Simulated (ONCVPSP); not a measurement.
## Building the ONCV potential for niobium (Nb) (BLYP, scalar-relativistic).

Nb (Z = 41), optimised norm-conserving Vanderbilt (ONCV), made with ONCVPSP 4.0.1 (BLYP, scalar-relativistic). Core [Ar] 3d10, reference 4s2 4p6 4d4 5s1. Waves: 4s+5s: rc 1.85 bohr, ncon 4, nbas 9, qcut 4.9 1/bohr, 2 projectors; 4p: rc 2.15 bohr, ncon 4, nbas 8, qcut 6.6 1/bohr, 2 projectors, debl 1.3 Ha; 4d: rc 1.90 bohr, ncon 3, nbas 7, qcut 5.2 1/bohr, 2 projectors, debl 2.5 Ha. Local part: polynomial inside 1.25 bohr (lpopt 5, dvloc0 3 Ha). Core correction: none.

All-electron outer shells of the reference configuration (BLYP, scalar-relativistic, ld1.x):

| shell | level (eV) | outermost node (bohr) | outermost maximum (bohr) |
| --- | --- | --- | --- |
| 3d | -196.21 | – | 0.33 |
| 4s | -58.28 | 0.53 | 1.02 |
| 4p | -34.37 | 0.54 | 1.12 |
| 5s | -3.93 | 1.40 | 3.08 |
| 4d | -2.92 | 0.55 | 1.51 |

Question: Estimate the cutoffs (Ha) at which the residual kinetic energy of the hardest occupied pseudo-wave falls to 1 and 0.1 mHa per electron.

Answer: 13 Ha and 46 Ha.

Question: What does a ghost test show?

Answer: No bound ghost flagged; no localised positive-energy state flagged.

Its largest configuration-test error is -2.9 meV (4s2 4p6 4d3 5s0). 1 of 4 tests not solved or not reliable.
